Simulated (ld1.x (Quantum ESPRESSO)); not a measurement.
## PBE PAW dataset for nickel (Ni), scalar-relativistic all-electron reference.

* Element: Ni
* Generator: ld1.x (Quantum ESPRESSO) 7.5
* Type: PAW
* Functional: PBE
* Relativity: scalar-relativistic
* Frozen core: [Ne]
* Valence charge: 18
* Reference configuration: 3s2 3p6 3d8 4s1 4p1
* Partial waves: 3s (bound): rcut 1.00, rcutus 1.15 bohr; 4s (bound): rcut 1.00, rcutus 1.15 bohr; 3p (bound): rcut 1.55, rcutus 1.70 bohr; 4p (bound): rcut 1.55, rcutus 1.70 bohr; 3d (bound): rcut 1.35, rcutus 1.75 bohr; 3d channel at 1.75 Ry: rcut 1.35, rcutus 1.75 bohr
* Local potential: all-electron potential smoothed inside 0.95 bohr (lloc = -1)
* Core correction: Bessel-smoothed model core inside 0.75 bohr
* Augmentation charge: BESSEL, radius 0.70 bohr

All-electron outer shells of the reference configuration (PBE, scalar-relativistic, ld1.x):

```json
{"shell": "2s", "level (eV)": "-983.71", "outermost node (bohr)": "0.07", "outermost maximum (bohr)": "0.21"}
{"shell": "2p", "level (eV)": "-846.57", "outermost node (bohr)": "–", "outermost maximum (bohr)": "0.16"}
{"shell": "3s", "level (eV)": "-113.04", "outermost node (bohr)": "0.30", "outermost maximum (bohr)": "0.64"}
{"shell": "3p", "level (eV)": "-73.38", "outermost node (bohr)": "0.27", "outermost maximum (bohr)": "0.65"}
{"shell": "3d", "level (eV)": "-10.81", "outermost node (bohr)": "–", "outermost maximum (bohr)": "0.63"}
{"shell": "4s", "level (eV)": "-6.88", "outermost node (bohr)": "0.92", "outermost maximum (bohr)": "2.18"}
{"shell": "4p", "level (eV)": "-2.11", "outermost node (bohr)": "1.00", "outermost maximum (bohr)": "3.02"}
```

**Question.** Estimate the cutoffs (Ry, on a coarse ladder) from which the occupation-weighted sum of valence levels, in a spherical-Bessel basis at the reference potential, stays within 10 and 1 mRy of its value at 400 Ry.

**Answer.** 50 Ry and 80 Ry.

**Question.** Does the potential have ghost states?

**Answer.** No extra level below or beside the all-electron valence levels (s, p, d, f tested).

**Question.** Is the overlap operator S = 1 + Σ q|β⟩⟨β| positive definite (Bessel basis up to 400 Ry)?

**Answer.** Yes: its lowest eigenvalue is 0.08 (s channel).

**Question.** Which valence shell sets the plane-wave cutoff?

**Answer.** 4s: its level needs 70 Ry to come within 1 mRy, against 50 Ry for 3s.

**Question.** Tests: 3s2 3p6 3d8 4s2 4p0; 3s2 3p6 3d8 4s1 4p0; 3s2 3p6 3d8 4s0 4p0; 3s2 3p6 3d8 4s1.5 4p0; 3s2 3p6 3d8 4s0 4p1; 3s2 3p6 3d6 4s0 4p0; 3s1 3p6 3d8 4s2 4p0. Which has the largest error in its energy relative to the reference configuration, and how large is it?

**Answer.** 3s2 3p6 3d6 4s0 4p0, with -116 meV (all-electron minus pseudo) on +117.10 eV.
